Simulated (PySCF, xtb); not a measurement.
Si(H)2(Br)(OH) (BrH3OSi), SMILES O[SiH2]Br. Atoms are numbered in the order given.

```xyz
6

Si     0.3719    -1.1334    -0.2749
O      2.0091    -0.9935    -0.1061
Br    -0.6759     0.7940     0.1802
H     -0.0277    -1.4890    -1.6667
H     -0.0477    -2.1489     0.7223
H      2.4537    -0.3375    -0.6657
```
Charge 0, spin multiplicity 1.

The structure is a stationary point at PBE-D3(BJ)/def2-TZVP. Other conformers were not sampled.

Computed with C-PCM-B3LYP/def2-SVP in PySCF.

The values are the electrostatic part of the solvation free energy, E(continuum) − E(gas) at the gas-phase geometry, in a cavity of scaled van der Waals radii (PySCF's table); cavitation and dispersion terms are not included. In vacuum the orbital gap is 8.27 eV. The dipole moment in vacuum is 1.52 D.

Computed values in water (ε = 78.36), acetone (ε = 20.49), diethylether (ε = 4.24):
```csv
solvent,ε,ΔG(elec) (kcal/mol),dipole (D),gap (eV)
water,78.36,-4.3,1.93,8.53
acetone,20.49,-4.1,1.91,8.52
diethylether,4.24,-3.2,1.82,8.49
```

For comparison, GFN2-xTB/ALPB(water) (xtb, at the GFN2-xTB geometry, all terms of that model) gives -3.9 kcal/mol.
